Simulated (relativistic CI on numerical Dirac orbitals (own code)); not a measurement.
## K⁺: sensitivity of the levels to the model

Base calculation: Dirac-Coulomb-Breit CI, KLI orbitals optimised for each configuration, model QED (radiative potential, 1s self-energy scaled to tabulated hydrogen-like ionisation energies), valence Slater integrals scaled by 0.85, P86 correlation energy added to each configuration.

Configurations in the expansion (outside the closed core [Ne]): 3s2 3p6, 3s2 3p5 4s, 3s2 3p5 3d, 3s2 3p5 4p, 3s 3p6 3d, 3s2 3p5 5s, 3s2 3p5 4d, 3s2 3p5 5p, 3s2 3p5 4f, 3s2 3p5 5d, 3s2 3p5 5f, 3s2 3p5 5g. Double excitations out of closed p, d and f shells are left out; levels of such configurations are missing from the list, as are those of other unlisted configurations, and high levels can miss mixing partners.

Variants: (1) Slater integrals left unscaled; (2) self-excluded LDA correlation estimate; (3) Breit term removed; (4) QED terms removed. Shifts of the energy above 3s2 3p6 1S_0, in cm⁻¹, for the lowest level and the first level of each name with at least 55 % of one term (blank where a level changes its place among those of its configuration and J or its character, or is not in the variant):

| Level | Base | Δ(1) | Δ(2) | Δ(3) | Δ(4) | Measured |
| --- | --- | --- | --- | --- | --- | --- |
| 3s2 3p6 1S_0 | 0.0 | 0.0 | 0.0 | 0.0 | 0.0 | 0.0 |
| 3s2 3p5 4s 3P°_2 | 163472.6 | -891.2 | +1624.9 | +33.4 | -21.7 | 162507.0 |
| 3s2 3p5 3d 3P°_0 | 164399.4 | -1840.5 | +664.0 | +66.8 | -14.4 | 163436.3 |
| 3s2 3p5 3d 3P°_2 | 166699.7 | -1281.1 | +827.9 | +93.1 | -12.4 | 164932.3 |
| 3s2 3p5 4s 3P°_0 | 166971.9 | -348.8 | +1788.0 | +87.6 | -22.6 | 165149.5 |
| 3s2 3p5 4s 1P°_1 | 167839.5 | +208.6 | +2086.2 | +89.4 | -27.0 | 166461.5 |
| 3s2 3p5 3d 3F°_4 | 170974.7 | -1124.3 | +281.0 | +80.4 | -7.9 |  |
| 3s2 3p5 3d 3F°_3 | 171795.5 | -1112.1 | +281.0 | +98.7 | -9.5 |  |
| 3s2 3p5 3d 3F°_2 | 172510.8 | -1114.1 | +281.2 | +118.4 | -11.2 |  |
| 3s2 3p5 3d 3D°_3 | 180783.2 | +597.5 | +281.3 | +77.2 | -7.9 |  |
| 3s2 3p5 3d 1D°_2 | 181294.5 | +567.4 | +278.4 | +92.6 | -9.2 |  |
| 3s2 3p5 3d 3D°_1 | 181791.6 | +585.2 | +279.3 | +103.5 | -10.2 |  |
| 3s2 3p5 3d 3D°_2 | 181857.9 | +576.9 | +278.3 | +119.9 | -10.9 |  |
| 3s2 3p5 3d 1F°_3 | 182081.3 | +594.6 | +283.9 | +128.6 | -11.3 |  |

For a near-neutral ion this model can misplace configurations by up to about 10,000 cm⁻¹ (more where the count of f electrons changes) and terms by 10 to 25 % of their spread. Rates follow the energies as ν³ (E1, M1) or ν⁵ (E2), so they and the lifetimes can be off by large factors. The fine structure of a lone outer electron comes out too small, for d and f at times inverted, and misplaced configurations move strength between like terms. 5 of the 7 excited levels that our extract of the measured tables holds in this range could be paired (the sources list more); they are missed by 1379 cm⁻¹ on average and 1822 at most, and levels without a partner can miss by more.

Measured levels: NIST Handbook of Basic Atomic Spectroscopic Data (Sansonetti and Martin, J. Phys. Chem. Ref. Data 34, 1559 (2005)).

Ionisation energy from the two ground configurations alone: base 31.75 eV; self-excluded LDA correlation estimate 32.07 eV. The NIST ASD value (measured) is 31.625 eV.

LS names give the leading component of a level, which can be under half, so a name can repeat, a term be missing and a line seem to break the LS rules.
